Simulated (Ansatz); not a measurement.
Species: sum formula Si2H3Cl3, net charge 0, singlet state. SMILES: [SiH3][Si](Cl)(Cl)Cl
Geometry from a B3LYP-D3(BJ)/def2-TZVP (Ansatz, a quantum-chemistry and plane-wave program) optimisation:
```
Si
Cl 1 2.0558
Cl 1 2.0558 2 108.24
Cl 1 2.0558 2 108.24 3 117.10
Si 1 2.3325 2 110.68 3 -121.45
H 5 1.4794 1 108.48 2 -179.58
H 5 1.4794 6 110.44 1 -118.77
H 5 1.4794 6 110.44 7 -122.46
```

Quantity: atomisation energy (electronic, to ground-state atoms), in kcal/mol. Valence correlation only, unless marked. Open shells are spin-unrestricted. Spin-orbit coupling is left out. Non-relativistic. The coupled-cluster limit lacks core correlation, which all-electron functionals hold. CBS(X,Y): correlation extrapolated as X^-3; Hartree-Fock from the larger set.

```json
[
 {"level": "HF/6-31G", "program": "Ansatz", "atomisation energy (kcal/mol)": "318.6"},
 {"level": "PBE-QIDH/def2-TZVPD", "program": "Ansatz", "atomisation energy (kcal/mol)": "578.9"}
]
```

Predict the CCSD(T)/CBS(aug-cc-pV(T+d)Z,aug-cc-pV(Q+d)Z) result (Ansatz).

587.3 kcal/mol, so PBE-QIDH/def2-TZVPD differs from it by -8.4 kcal/mol.
